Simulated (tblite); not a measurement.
C₈H₂₀BN.
Numbering: `[CH3:1][CH:2]([CH3:3])[C@H:4]1[CH2:5][BH2-:6][N+:7]([CH3:8])([CH3:9])[CH2:10]1` (hydrogens: H11, H12, H13 on C1; H14 on C2; H15, H16, H17 on C3; H18 on C4; H19, H20 on C5; H21, H22 on B6; H23, H24, H25 on C8; H26, H27, H28 on C9; H29, H30 on C10)

Computed with GFN2-xTB (tblite), gas phase: L-BFGS steps from a force-field or distance-geometry start until the largest atomic force falls under 0.01 eV/Å.

Step 14: E = -857.4802 eV
```
atom  x, y, z in Å  |  force x, y, z in eV/Å
C1      3.0208    0.8979    0.4277    0.016   0.026   0.018
C2      2.0312   -0.1832   -0.0022    0.027  -0.010   0.006
C3      2.4095   -1.5055    0.6629   -0.005  -0.035   0.026
C4      0.5908    0.2416    0.3222   -0.010   0.025   0.018
C5      0.1779    1.5346   -0.3899   -0.034   0.039  -0.038
B6     -1.4226    1.4386   -0.6876   -0.082   0.048  -0.022
N7     -1.7472   -0.1372   -0.2599   -0.062  -0.083   0.029
C8     -2.4664   -0.1770    1.0097   -0.008  -0.011   0.050
C9     -2.5655   -0.7989   -1.2707   -0.019  -0.030  -0.021
C10    -0.4379   -0.8000   -0.1267   -0.011  -0.006  -0.028
H11     4.0403    0.5850    0.2120    0.005  -0.007  -0.003
H12     2.8336    1.8291   -0.0980   -0.020   0.008  -0.005
H13     2.9397    1.0860    1.4960   -0.005  -0.014   0.022
H14     2.1141   -0.3082   -1.0879   -0.011  -0.007  -0.026
H15     3.4553   -1.7345    0.4688    0.002  -0.011  -0.001
H16     1.8110   -2.3303    0.2846   -0.024  -0.010  -0.006
H17     2.2721   -1.4438    1.7402   -0.009   0.006   0.027
H18     0.5132    0.3785    1.4056   -0.019  -0.006   0.039
H19     0.7424    1.6205   -1.3192    0.008  -0.006  -0.030
H20     0.4504    2.3973    0.2169   -0.002   0.007  -0.005
H21    -2.1086    2.1306   -0.0044    0.029   0.036   0.058
H22    -1.7131    1.5500   -1.8371    0.070  -0.003  -0.051
H23    -1.8713    0.3018    1.7821    0.013   0.015  -0.004
H24    -2.6880   -1.2079    1.3083    0.044   0.009  -0.011
H25    -3.4042    0.3668    0.9099    0.038   0.003   0.020
H26    -2.0565   -0.7637   -2.2305   -0.011   0.005  -0.015
H27    -2.7632   -1.8433   -1.0075    0.016   0.013   0.035
H28    -3.5126   -0.2702   -1.3669    0.024  -0.017  -0.003
H29    -0.5145   -1.6450    0.5659    0.011  -0.013  -0.042
H30    -0.1489   -1.1807   -1.1077    0.032   0.031  -0.036
```

Step 15: E = -857.4821 eV
```
atom  x, y, z in Å  |  force x, y, z in eV/Å
C1      3.0187    0.8973    0.4281    0.013   0.014   0.018
C2      2.0278   -0.1839   -0.0005    0.057  -0.006   0.003
C3      2.4070   -1.5069    0.6642   -0.006  -0.016   0.020
C4      0.5885    0.2425    0.3247    0.021   0.032   0.002
C5      0.1782    1.5352   -0.3903   -0.044   0.032  -0.035
B6     -1.4229    1.4404   -0.6883   -0.071   0.051  -0.024
N7     -1.7448   -0.1337   -0.2618   -0.086  -0.142   0.052
C8     -2.4617   -0.1766    1.0092   -0.020  -0.010   0.068
C9     -2.5639   -0.7991   -1.2687   -0.031  -0.041  -0.037
C10    -0.4366   -0.7986   -0.1301   -0.011   0.009  -0.023
H11     4.0385    0.5838    0.2111   -0.017   0.006   0.004
H12     2.8297    1.8293   -0.0965   -0.010  -0.010   0.004
H13     2.9364    1.0829    1.4970    0.009  -0.007   0.013
H14     2.1092   -0.3091   -1.0868   -0.010  -0.005  -0.014
H15     3.4535   -1.7340    0.4682   -0.025  -0.015   0.011
H16     1.8075   -2.3318    0.2862   -0.006   0.003   0.003
H17     2.2696   -1.4432    1.7419    0.000  -0.005   0.011
H18     0.5090    0.3793    1.4082   -0.018  -0.008   0.025
H19     0.7416    1.6165   -1.3209    0.010   0.000  -0.018
H20     0.4522    2.3987    0.2143    0.001   0.010  -0.007
H21    -2.1095    2.1313   -0.0035    0.037   0.033   0.040
H22    -1.7116    1.5503   -1.8389    0.065   0.005  -0.037
H23    -1.8689    0.3026    1.7828    0.035   0.012  -0.007
H24    -2.6805   -1.2088    1.3066    0.042   0.021  -0.014
H25    -3.4003    0.3665    0.9141    0.028  -0.004   0.003
H26    -2.0591   -0.7668   -2.2305    0.011   0.005  -0.021
H27    -2.7586   -1.8430   -1.0011    0.010   0.016   0.029
H28    -3.5115   -0.2726   -1.3669    0.003  -0.010   0.010
H29    -0.5124   -1.6480    0.5580    0.001   0.003  -0.056
H30    -0.1432   -1.1717   -1.1131    0.014   0.027  -0.024
```

Step 16: E = -857.4840 eV
```
atom  x, y, z in Å  |  force x, y, z in eV/Å
C1      3.0166    0.8968    0.4288    0.004  -0.003   0.015
C2      2.0250   -0.1847    0.0013    0.057   0.004   0.001
C3      2.4041   -1.5086    0.6661   -0.009   0.011   0.008
C4      0.5862    0.2440    0.3272    0.038   0.028  -0.017
C5      0.1776    1.5364   -0.3913   -0.039   0.014  -0.020
B6     -1.4243    1.4431   -0.6894   -0.035   0.031  -0.017
N7     -1.7435   -0.1320   -0.2630   -0.074  -0.133   0.048
C8     -2.4570   -0.1764    1.0098   -0.019  -0.008   0.062
C9     -2.5627   -0.8000   -1.2672   -0.035  -0.042  -0.038
C10    -0.4353   -0.7970   -0.1342   -0.006   0.025  -0.015
H11     4.0363    0.5827    0.2102   -0.029   0.020   0.010
H12     2.8253    1.8294   -0.0948    0.001  -0.026   0.014
H13     2.9331    1.0794    1.4984    0.024   0.002   0.004
H14     2.1037   -0.3102   -1.0858   -0.003  -0.003   0.007
H15     3.4512   -1.7339    0.4677   -0.046  -0.023   0.024
H16     1.8035   -2.3334    0.2881    0.010   0.017   0.013
H17     2.2668   -1.4428    1.7440    0.009  -0.018  -0.005
H18     0.5042    0.3799    1.4113   -0.013  -0.009  -0.003
H19     0.7408    1.6121   -1.3231    0.004   0.007  -0.001
H20     0.4541    2.4005    0.2112    0.000   0.011  -0.014
H21    -2.1097    2.1329   -0.0016    0.036   0.029   0.016
H22    -1.7087    1.5508   -1.8417    0.047   0.014  -0.018
H23    -1.8656    0.3038    1.7835    0.057   0.008  -0.008
H24    -2.6715   -1.2096    1.3047    0.028   0.014   0.003
H25    -3.3957    0.3661    0.9187    0.007  -0.009  -0.010
H26    -2.0617   -0.7701   -2.2309    0.030   0.003  -0.019
H27    -2.7536   -1.8426   -0.9936   -0.005   0.000   0.013
H28    -3.5103   -0.2754   -1.3668   -0.025  -0.002   0.021
H29    -0.5101   -1.6512    0.5485   -0.003   0.012  -0.064
H30    -0.1368   -1.1614   -1.1194   -0.010   0.026  -0.010
```

Step 17: E = -857.4854 eV
```
atom  x, y, z in Å  |  force x, y, z in eV/Å
C1      3.0152    0.8964    0.4297   -0.003  -0.014   0.012
C2      2.0238   -0.1851    0.0026    0.028   0.012   0.000
C3      2.4018   -1.5097    0.6676   -0.011   0.029   0.000
C4      0.5849    0.2457    0.3288    0.029   0.016  -0.027
C5      0.1765    1.5375   -0.3925   -0.018  -0.004  -0.003
B6     -1.4261    1.4456   -0.6905    0.004   0.000  -0.005
N7     -1.7437   -0.1327   -0.2633   -0.036  -0.061   0.020
C8     -2.4537   -0.1765    1.0113   -0.007  -0.006   0.035
C9     -2.5625   -0.8015   -1.2668   -0.029  -0.031  -0.023
C10    -0.4344   -0.7953   -0.1375   -0.001   0.031  -0.008
H11     4.0343    0.5822    0.2098   -0.021   0.025   0.012
H12     2.8220    1.8290   -0.0934    0.006  -0.029   0.019
H13     2.9312    1.0769    1.4995    0.032   0.009   0.003
H14     2.0997   -0.3112   -1.0849    0.008  -0.001   0.020
H15     3.4487   -1.7343    0.4678   -0.045  -0.029   0.030
H16     1.8007   -2.3343    0.2896    0.015   0.023   0.017
H17     2.2649   -1.4427    1.7456    0.011  -0.023  -0.010
H18     0.5004    0.3802    1.4136   -0.006  -0.006  -0.030
H19     0.7402    1.6090   -1.3248   -0.005   0.013   0.011
H20     0.4554    2.4021    0.2086   -0.005   0.012  -0.021
H21    -2.1092    2.1348    0.0003    0.029   0.023  -0.005
H22    -1.7055    1.5513   -1.8443    0.025   0.020  -0.002
H23    -1.8621    0.3049    1.7839    0.066   0.003  -0.009
H24    -2.6644   -1.2102    1.3035    0.009  -0.005   0.030
H25    -3.3922    0.3658    0.9221   -0.013  -0.011  -0.012
H26    -2.0632   -0.7725   -2.2315    0.035  -0.002  -0.007
H27    -2.7501   -1.8426   -0.9879   -0.023  -0.026  -0.006
H28    -3.5099   -0.2776   -1.3664   -0.043  -0.002   0.023
H29    -0.5083   -1.6535    0.5401   -0.001   0.010  -0.059
H30    -0.1322   -1.1532   -1.1244   -0.028   0.026  -0.003
```

Problem. Estimate the geometry and energy of step 18. (The exact step hangs on the optimiser's Hessian estimate; all steps are aligned on step 17, rigid shifts and turns removed.)

Solution. E = -857.4864 eV, largest force 0.062 eV/Å
```
atom  x, y, z in Å  |  force x, y, z in eV/Å
C1      3.0143    0.8960    0.4305   -0.005  -0.014   0.011
C2      2.0235   -0.1852    0.0035   -0.006   0.014   0.002
C3      2.4002   -1.5099    0.6685   -0.011   0.029  -0.002
C4      0.5846    0.2470    0.3293    0.006   0.002  -0.027
C5      0.1755    1.5382   -0.3933    0.004  -0.011   0.008
B6     -1.4273    1.4472   -0.6913    0.026  -0.022   0.005
N7     -1.7447   -0.1343   -0.2630   -0.001   0.015  -0.010
C8     -2.4519   -0.1767    1.0130    0.007  -0.005   0.006
C9     -2.5630   -0.8031   -1.2670   -0.019  -0.015  -0.001
C10    -0.4339   -0.7938   -0.1397   -0.001   0.025  -0.008
H11     4.0329    0.5824    0.2097   -0.002   0.021   0.010
H12     2.8202    1.8283   -0.0922    0.007  -0.018   0.017
H13     2.9306    1.0756    1.5003    0.032   0.012   0.008
H14     2.0975   -0.3117   -1.0841    0.018   0.001   0.020
H15     3.4464   -1.7352    0.4685   -0.028  -0.031   0.028
H16     1.7992   -2.3344    0.2908    0.007   0.021   0.014
H17     2.2640   -1.4431    1.7464    0.008  -0.020  -0.003
H18     0.4980    0.3803    1.4144    0.001  -0.002  -0.042
H19     0.7398    1.6074   -1.3256   -0.010   0.016   0.012
H20     0.4561    2.4032    0.2066   -0.010   0.012  -0.023
H21    -2.1083    2.1364    0.0014    0.021   0.017  -0.018
H22    -1.7030    1.5521   -1.8460    0.007   0.020   0.007
H23    -1.8587    0.3056    1.7839    0.060  -0.003  -0.014
H24    -2.6600   -1.2107    1.3036   -0.005  -0.019   0.053
H25    -3.3904    0.3653    0.9239   -0.020  -0.013  -0.005
H26    -2.0634   -0.7739   -2.2320    0.025  -0.006   0.010
H27    -2.7485   -1.8431   -0.9846   -0.036  -0.043  -0.023
H28    -3.5105   -0.2789   -1.3657   -0.044  -0.009   0.019
H29    -0.5072   -1.6547    0.5340    0.005   0.001  -0.045
H30    -0.1300   -1.1478   -1.1274   -0.036   0.026  -0.008
```

The energy changes by -0.0010 eV. The first-order estimate −F·Δx gives -0.0013 eV and the mean of the old and new forces, exact on a quadratic surface, -0.0010 eV. The step makes an angle of 65° with the force vector and moves no atom by more than 0.007 Å.

The cost below is that of the whole relaxation. Time: 2.9 s wall. Hardware: Arm Neoverse N1, one thread (shared host).
